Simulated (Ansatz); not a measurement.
System: HSe, net charge 0, doublet state. 
Structure (B3LYP-D3(BJ)/def2-TZVP (Ansatz, a first-principles code) minimum search):
SMILES: [SeH]
```xyz
2

Se     0.0000     0.0000    -0.0421
H      0.0000     0.0000     1.4328
```
Charge 0, spin multiplicity 2.

Basis-set convergence of Hartree-Fock and CCSD(T) correlation energies (hartree) with Ansatz. Correlated levels leave the core frozen unless marked. UHF or UKS for open shells. Spin-orbit coupling is left out. The frozen core is the preceding noble-gas configuration, with the filled d and f shells of earlier blocks. Non-relativistic.

| basis | functions | E(HF) | E(corr, CCSD(T)) |
|---|---|---|---|
| aug-cc-pVDZ | 45 | -2400.38128 | -0.12751 |
| aug-cc-pVTZ | 82 | -2400.45520 | -0.16271 |
| aug-cc-pVQZ | 139 | -2400.45814 | -0.17276 |

Extrapolating the two largest sets (X = 3 and 4) as X^-3: E(corr) = (64·(-0.17276) - 27·(-0.16271))/37 = -0.1801 Eh, an estimate of the basis-set limit. The largest set recovers 95.9 % of it, the smallest 70.8 %.
